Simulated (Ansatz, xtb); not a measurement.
# BF3PSi: where a starting geometry ends

The starting geometry of this gas-phase doublet was built from a drawn formula by distance geometry and a force field; its bonds are those of `FB1[Si](F)P1F`.

```xyz
6

B    -2.1114    0.3673    0.4683
F    -2.2181    1.8288    0.4067
F     0.1533   -1.4188    1.2157
F    -1.0934   -1.3621   -1.2860
P    -2.5210   -1.4033   -0.3159
Si   -1.5088   -1.2687    1.4496
```

**Question.** Where would you expect an optimisation with r2SCAN-D4/def2-SVP to take it?

**Answer.** It keeps its bonds, and is `FB1[Si](F)P1F`. Distances that change by over a tenth: B1–F2 (1.47 → 1.31 Å).

The energy falls by 1.73 eV over 15 steps:

| step | E − E(last) (eV) |
| --- | --- |
| 1 | 1.726 |
| 3 | 0.407 |
| 4 | 0.272 |
| 6 | 0.078 |
| 7 | 0.022 |
| 9 | 0.003 |
| 10 | 0.002 |
| 12 | 0.000 |
| 13 | 0.000 |
| 15 | 0.000 |

Final geometry (Å):

```yaml
atoms:
  - { symbol: B, position_ang: [-1.9993, 0.2909, 0.4946] }
  - { symbol: F, position_ang: [-2.1948, 1.5668, 0.2689] }
  - { symbol: F, position_ang: [0.2153, -1.5016, 2.1364] }
  - { symbol: F, position_ang: [-1.7989, -1.0716, -1.9979] }
  - { symbol: P, position_ang: [-2.2812, -1.3614, -0.4502] }
  - { symbol: Si, position_ang: [-1.2404, -1.1800, 1.4867] }
```

From the same start GFN2-xTB ends elsewhere, at `F[Si]B(F)[P]F`.

The end wasn't checked by frequencies. Open shells are spin-unrestricted. Run with Ansatz 0.2.0, 2 min on 2 threads of Arm Neoverse V2, on a shared host.
